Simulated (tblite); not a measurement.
Species: C₆H₁₁FO₂Si.
Z-matrix (Å and degrees, GFN2-xTB geometry), rows numbered from 1:
```
C 
O   1  1.4052
C   2  1.4147  1  113.09
Si  3  1.9004  2  105.12  1   177.07
C   4  1.9088  3  110.02  2   -61.57
O   5  1.4243  4  112.57  3  -167.65
C   6  1.3430  5  119.55  4    41.00
C   7  1.3315  6  131.53  5   -12.65
C   8  1.4939  7  126.07  6     0.10
F   9  1.4098  4  108.00  3    33.67
H   1  1.0971  2  111.10  3   -61.00
H   1  1.0881  2  106.88  3   179.57
H   1  1.0970  2  111.19  3    60.08
H   3  1.0977  2  110.18  1   -62.14
H   3  1.0986  2  110.35  1    55.79
H   4  1.4673  3  113.47  2    64.92
H   5  1.0991  4  109.89  3   -47.00
H   5  1.0903  4  113.34  3    73.18
H   7  1.0840  6  108.88  5   168.74
H   8  1.0789  7  117.18  6   178.67
H   9  1.0948  4  114.97  3   -82.18
```

Method: GFN2-xTB as coded in tblite; computed harmonic values from a numerical Hessian at the method's own geometry, unscaled. Errors from tens to a few hundred cm⁻¹ against measured bands are possible. Modes of hydrogen on silicon can be 10 to 20 % off. One conformer, not necessarily the lowest.

Harmonic wavenumbers (cm⁻¹): 35.5, 51.3, 63.0, 76.7, 127.4, 159.9, 201.9, 223.3, 236.8, 304.9, 336.1, 394.9, 424.9, 545.2, 587.3, 612.2, 664.2, 723.8, 756.8, 769.3, 792.6, 812.3, 829.2, 891.3, 920.0, 940.2, 975.0, 1010.8, 1101.2, 1126.8, 1132.0, 1154.2, 1189.1, 1191.8, 1210.6, 1261.4, 1266.7, 1289.9, 1295.3, 1349.3, 1404.7, 1442.0, 1468.0, 1477.5, 1491.1, 1703.4, 2243.7, 2857.0, 2871.9, 2889.4, 2897.1, 2919.4, 2920.5, 2987.5, 3027.3, 3045.9, 3089.4.

A = 2055, B = 674.9, C = 558.5 MHz; mass 162.051 u (most abundant isotopes); point group C1, symmetry number 1.

Task: Zero-point energy?

Result: ½Σν̃ = 34885 cm⁻¹ = 99.74 kcal/mol.

Task: What is S at 200 K and 1 bar for an ideal gas of classical rigid rotors and harmonic oscillators?

Result: Translation 39.20, rotation 29.22, vibration 26.62: S = 95.0 cal/(mol K).

Task: And Cp and H(200 K) − H(0)?

Result: Cp = 33.18 cal/(mol K), of which vibrations give 25.23 (their classical limit is 57 R = 113.3); H(200 K) − H(0) = 4.32 kcal/mol without the zero-point energy, 2.73 from vibrations.

Task: How do the functions run with temperature in this model?

Result: 
```tsv
T (K)	S (cal/(mol K))	Cp (cal/(mol K))	H − H(0) (kcal/mol)	G − H(0) (kcal/mol)	ln q(vib)
100	76.2	22.4	1.54	-6.08	2.92
300	110.7	44.8	8.22	-24.98	9.86
500	138.7	65.5	19.35	-49.98	16.20
800	174.1	85.0	42.20	-97.08	25.09
1000	194.0	93.3	60.07	-133.93	30.53
```

q(vib) and H(0) count from the zero-point level.

Task: Blend soft modes into free rotors: weight 1/[1 + (100 cm⁻¹/ν̃)⁴] for the oscillator and the rest for a rotor with moment μB/(μ + B), μ = h/(8π²ν), B = 10⁻⁴⁴ kg m². What vibrational entropy results?

Result: 23.79 cal/(mol K) in place of 26.62, which changes −T·S at 200 K by +0.57 kcal/mol.

Hindered rotation and anharmonicity are outside this model. Other conformers, if any are populated, would add a mixing term that is left out. The structure is chiral; the term R ln 2 for an equal mix with its mirror image is left out.
